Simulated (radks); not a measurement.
Zr, 40 electrons, occupied as [Kr] 5s2 6s2 (not the ground configuration). Method: scalar-relativistic Kohn-Sham, r2SCAN, spin-polarised, spherical densities, finite nucleus; meta-GGA in the generalised Kohn-Sham scheme; Fermi nuclear charge, rms radius 4.2694 fm; computed with a radial shooting solver on a logarithmic mesh with Libxc functionals.

X-ray form factor f0, the Fourier transform of the density (f0(0) = 40):

sin(theta)/lambda (1/angstrom),f0 (electrons)
0.05,37.781
0.1,35.354
0.15,33.321
0.2,31.115
0.25,29.041
0.3,27.140
0.4,23.753
0.5,20.955
0.6,18.673
0.8,14.954
1,11.875
1.25,9.017
1.5,7.242
2,5.552
